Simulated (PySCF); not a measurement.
Excitation energy of Te⁺ by level of theory

Te⁺ [Kr] 4d10 5s2 5p3 (4S) → Te⁺ [Kr] 4d10 5s2 5p2 6s1 (4P), as a difference of total energies. All numbers are calculated (PySCF 2.14, the spin-free X2C one-electron Hamiltonian (Gaussian nucleus), in aug-cc-pVQZ-DK3 (9s8p6d3f2g, 102 functions)). Correlated levels: valence: [Kr] 4d10 frozen. The calculations carry no spin-orbit coupling.

```tsv
method	excitation energy (eV)
UHF	10.190
MP2 (valence)	10.316
SCS-MP2 (valence)	10.295
CCSD (valence)	10.278
CCSD(T) (valence)	10.277
```

Task: How much does correlation contribute at CCSD(T) (valence)?

Result: 10.277 − (10.190) = 0.087 eV, measured against UHF.

A first-order spin-orbit estimate (lowest level to lowest level, LS coupling) adds -0.496 eV.

The promoted electron is Rydberg-like, and one or two diffuse shells describe it only roughly, which tends to raise the upper state.
